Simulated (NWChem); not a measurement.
ZrH4; SMILES [ZrH4]

Results from NWChem. Coordinates come from a PBE0/def2-SVP optimisation. def2 effective core potentials on Zr; no spin-orbit coupling.

Diagonal of the polarisability tensor at PBE/def2-SVPD, static: 55.61, 55.61, 55.61 bohr³.

### Question
Find the mean polarisability volume, the molar refraction, and the refractive index that an ideal gas of it would have at 273.15 K and 1 atm.

### Answer

1. Mean: one third of the trace = 55.61 bohr³ × 0.14818 Å³/bohr³ = 8.24 Å³.
2. Molar refraction (Lorentz-Lorenz): (4π/3) N_A α = 20.8 cm³/mol.
3. Number density p/kT = 2.687 × 10⁻⁵ Å⁻³; n − 1 = 2π N α = 13.91 × 10⁻⁴.
4. These hold the electronic response alone: vibrational and orientational terms add to the static dielectric constant.
